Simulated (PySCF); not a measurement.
GaI₃, SMILES [I][Ga]([I])[I]. The structure is a stationary point at B3LYP-D3(BJ)/def2-SVP. The isomer is the one that the SMILES or the coordinates give; other isomers of the formula were not compared. The def2 effective core potentials stand for the cores of I; spin–orbit coupling is left out.

Computed equilibrium geometry at B3LYP-D3(BJ)/def2-SVP (PySCF confirms it by a frequency run) as bond lengths and angles, and its point group:
point group D3h.
Atoms: Ga1 I2 I3 I4. Bonded distances (Å): Ga1–I2 2.496, Ga1–I3 2.496, Ga1–I4 2.496. Bond angles (°): I2–Ga1–I3 120.0, I2–Ga1–I4 120.0, I3–Ga1–I4 120.0.
Charge 0, spin multiplicity 1.
